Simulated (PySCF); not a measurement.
Compound: C6H10NSi (doublet state).
Cartesian coordinates in Å at the GFN2-xTB level; atoms count from 1:
```xyz
18
C6H10NSi angstrom
C      1.785   -0.788    1.807
C      1.243   -0.759    0.739
C      0.663   -0.622   -0.588
N      1.341    0.420   -1.340
Si     0.665    1.987   -1.111
C     -0.841    1.289   -0.173
C     -0.817   -0.197   -0.523
C     -1.629   -1.051    0.442
H      2.238   -0.849    2.752
H      0.760   -1.585   -1.111
H      2.297    0.219   -1.581
H      1.495    2.907   -0.322
H     -1.805    1.731   -0.418
H     -0.688    1.414    0.902
H     -1.220   -0.318   -1.535
H     -2.671   -0.739    0.434
H     -1.244   -0.950    1.455
H     -1.581   -2.102    0.161
```

The hyperfine couplings belong to this conformer and change with its torsions.

As a line formula: `C#C[C@@H]1N[SiH]C[C@@H]1C` [radical].

Level of theory: PySCF 2.14.0, UKS B3LYP, pcH-1 on C H N Si, non-relativistic, mean-field spin-orbit, GIAO. The structure is a single GFN2-xTB conformer in the gas phase; no vibrational or solvent corrections. The geometry wasn't refined by DFT: couplings that depend on bond lengths, twists or pyramidal angles can differ widely from those at the functional's own minimum, by a factor of two or more for some ions and for spin on atoms past the first row. The SCF solution wasn't tested for stability.

Question: What is the g tensor, term by term?

Answer: 
```csv
Δg (ppm),1,2,3
relativistic mass correction,-149,-149,-149
gauge correction,52,39,84
orbital Zeeman/spin–orbit,-248,266,1697
total,-345,156,1632
```

So g = 2.00197, 2.00248, 2.00395 and g_iso = 2.00280; the tensor is rhombic: the two nearest values differ by 25 % of g3 − g1. 

Question: At 9.623 GHz, how far is the centre of the isotropic spectrum from where a free electron (g = 2.002319) resonates?

Answer: B = hν/(g μB) with μB/h = 13.99624 MHz/mT gives 343.37 mT for the free electron and 343.29 mT at g_iso, 0.08 mT lower.

Question: What are the electron Larmor frequencies g μB B/h along the three axes at 350 mT?

Answer: 9.8070, 9.8095, 9.8167 GHz for g1, g2 and g3, a range of 9.7 MHz.

Question: In a frozen sample, at which fields do the three g values resonate at 9.5, 34, 94 and 263 GHz (hyperfine left aside), and which band first spreads them over more than twice a line width of 1.0 mT?

Answer: 
```json
{"band": "X", "GHz": "9.5", "B(g3) mT": "338.71", "B(g2) mT": "338.96", "B(g1) mT": "339.04", "spread mT": "0.33"}
{"band": "Q", "GHz": "34.0", "B(g3) mT": "1212.22", "B(g2) mT": "1213.11", "B(g1) mT": "1213.41", "spread mT": "1.20"}
{"band": "W", "GHz": "94.0", "B(g3) mT": "3351.42", "B(g2) mT": "3353.89", "B(g1) mT": "3354.73", "spread mT": "3.31"}
{"band": "J", "GHz": "263.0", "B(g3) mT": "9376.85", "B(g2) mT": "9383.76", "B(g1) mT": "9386.11", "spread mT": "9.26"}
```

The spread grows in proportion to the frequency. W band is the first where it exceeds 2.0 mT.

The largest Mulliken spin populations are on Si5 (+0.80), N4 (+0.09) and H12 (+0.08). No atom but Si5 exceeds +0.15. The angles at Si5 add up to 321.5°, so it is pyramidal.

The HOMO–LUMO gaps are 5.39 eV among the α and 4.83 eV among the β orbitals.

Hardware: an Arm Neoverse V1 with one thread, no GPU (shared host). Cost: 1.9 min (grids of density and orbitals included), 0.97 GiB resident at most.
